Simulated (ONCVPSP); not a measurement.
## Cutoff test, N, ONCV

ONCVPSP 4.0.1 input, shortened (lines: element, Z, core and valence counts, functional; n l f; lmax; l rc ep ncon nbas qcut; lloc lpopt rc5 dvloc0; l nproj debl; icmod fcfact rcfact), LDA (Perdew-Zunger), scalar-relativistic:

```
  N 7.00    1    2        3      upf
    1    0    2.00
    2    0    2.00
    2    1    1.50
    2
    0    0.90    0.00    3    8    7.00
    1    2.20    0.00    4    8    4.90
    2    1.75    0.34    4    7    6.20
    4    3    0.60    3.00
    0    2    2.40
    1    2    2.20
    2    1    0.40
    0    0.00    0.00
```

For each optimised wave give the share of its norm inside rc, the residual kinetic energy above qcut (Ha) and the cutoffs (Ha) for errors of 10, 1, 0.1 and 0.01 mHa per electron.

| wave | norm inside rc | residual KE | 10 mHa | 1 mHa | 0.1 mHa | 0.01 mHa |
| --- | --- | --- | --- | --- | --- | --- |
| 2s | 0.292 | 1.9e-03 | 17.6 | 30.6 | 218.3 | 372.5 |
| s projector 2 | 0.044 | 7.4e-04 | 13.2 | 23.0 | 78.1 | 319.3 |
| 2p | 0.935 | 5.3e-04 | 9.0 | 11.5 | 34.2 | 44.4 |
| p projector 2 | 0.246 | 7.4e-03 | 11.6 | 31.7 | 54.6 | 64.3 |
| d projector 1 | 0.106 | 1.3e-05 | 5.8 | 10.8 | 15.5 | 20.4 |

The occupied waves need 31 Ha and 218 Ha for 1 and 0.1 mHa. Its largest configuration-test error is +952 meV.
